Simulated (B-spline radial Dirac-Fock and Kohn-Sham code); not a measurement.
# Binding energies of Mn at several levels of theory

System: atomic manganese in the configuration [Ar] 3d5 4s2.

The density-functional columns are spherical, spin-unpolarised Dirac-Kohn-Sham results without Breit or QED terms: −ε is minus the orbital energy of the initial state and ΔSCF the difference of two total energies, and "half-occupied" is minus the orbital energy with half an electron removed (Slater transition state). The reference in the last column comes from Dirac-Fock ΔSCF + Breit + QED. All numbers are from a radial B-spline solver, in eV; a selection of levels is shown.

```
level  PBE0 −ε  LDA ΔSCF  LDA half-occupied  PBE −ε  PBE ΔSCF  Dirac-Fock
   1s   6472.9    6560.6             6560.8  6428.2    6576.0      6550.5
   2s    760.5     764.6              764.4   743.7     766.2       785.0
2p1/2    650.6     663.8              663.6   637.0     664.2       664.0
2p3/2    640.1     653.0              652.8   626.5     653.4       653.8
   3s    92.13     93.06              92.91   85.86     93.50       100.9
3p1/2    59.98     62.79              62.65   55.43     62.86       64.11
3p3/2    58.68     61.47              61.33   54.16     61.55       62.88
   3d     6.99     13.46              13.30    6.77     13.19       11.02
   4s     5.86      8.65               8.61    5.11      8.42        6.64
```

**Question.** Order the estimates of the K (1s) level by their distance from the Dirac-Fock value, nearest first.
A. PBE ΔSCF
B. LDA half-occupied
C. PBE0 −ε
D. LDA ΔSCF
E. PBE −ε

**Answer.** D (10.1 eV), B (10.2 eV), A (25.5 eV), C (77.6 eV), E (122.3 eV).

For the outermost level NIST gives 7.434038 eV (measured); the differences from it are PBE0 −ε -1.58, LDA ΔSCF +1.21, LDA half-occupied +1.17, PBE −ε -2.33, PBE ΔSCF +0.98, Dirac-Fock -0.80 eV.

Values without a named source are computed, but for edge energies of neutral atoms, which are taken from tables.
